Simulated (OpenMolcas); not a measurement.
**Ti2+: the spin-orbit constant, Racah parameters, worked from levels**

```
Program             : OpenMolcas 26.06
Basis               : ANO-L-VTZP [6s5p3d2f1g]
Scalar Hamiltonian  : non-relativistic, point nucleus
Active space        : 2 electrons in 5 orbitals (3d)
State averaging     : 2S+1 = 3 even, 10 roots; 2S+1 = 1 even, 15 roots
Spin-orbit coupling : state interaction with AMFI integrals over the reference wave functions, term energies averaged over their components
```

Methods: CASSCF; SS-CASPT2, IPEA 0.25 Eh, imaginary shift 0.1 Eh (closed shells correlated: 3s 3p). Measured levels: Corliss and Sugar, J. Phys. Chem. Ref. Data 8, 1 (1979).

**The spin-orbit constant.** For the Hund term 3F of d2, E(J) = (A/2) J(J+1) + constant and ζ = 2S·A = 2A. From J = 2 to J = 4 the energy changes by 7 A.

```csv
Source,E(4) - E(2),A,ζ
CASSCF,459.9,65.7,131
SS-CASPT2,461.1,65.9,132
measured,420.4,60.1,120
```

All in cm-1. SS-CASPT2 is off by +9.7 % and CASSCF by +9.4 %. Both methods take the spin-orbit matrix elements from the reference wave functions, so the second can move ζ only through the term energies and any multistate remixing. Second-order mixing with other terms is absorbed into this ζ.

**Racah parameters.** Above 3F, d2 has 3P at 15B, 1G at 12B + 2C and 1D at 5B + 2C. The first two fix B and C, and the third tests them; where it misses by thousands of cm-1, two parameters do not describe the configuration (Trees and configuration-interaction terms are left out) and B and C hang on the terms chosen. Term energies are centres of gravity, weighted by 2J + 1.

```json
{"Source": "CASSCF", "3P": "13437", "1G": "17206", "B": "896", "C": "3228", "C/B": "3.60", "1D from B, C": "10936", "1D found": "11069"}
{"Source": "SS-CASPT2", "3P": "11270", "1G": "14930", "B": "751", "C": "2957", "C/B": "3.94", "1D from B, C": "9669", "1D found": "7853"}
{"Source": "measured", "3P": "10420", "1G": "14156", "B": "695", "C": "2910", "C/B": "4.19", "1D from B, C": "9295", "1D found": "8232"}
```

Energies in cm-1. From CASSCF to SS-CASPT2, B changes by -16.2 % and C by -8.4 %. Against the measured terms, SS-CASPT2 has B off by +8.1 % and C by +1.6 %.

CASPT2 breaks the degeneracy within a term, and the mean is taken; among the terms shown or strongly mixed into the levels shown the widest spread is 710 cm-1 (3d2 1G, SS-CASPT2). Without dynamic correlation excited terms often stand tens of per cent too high (terms of higher spin than the ground term too low), and those without a measured partner can miss by more than the paired ones (holds for CASSCF). Measured partners are found by configuration, term and J. A level has none where our copy of the source lacks it or the pairing is in doubt (some pairs that miss far off the trend of their configuration count as doubtful), and it then counts in no deviation. Only configurations of the active space appear.
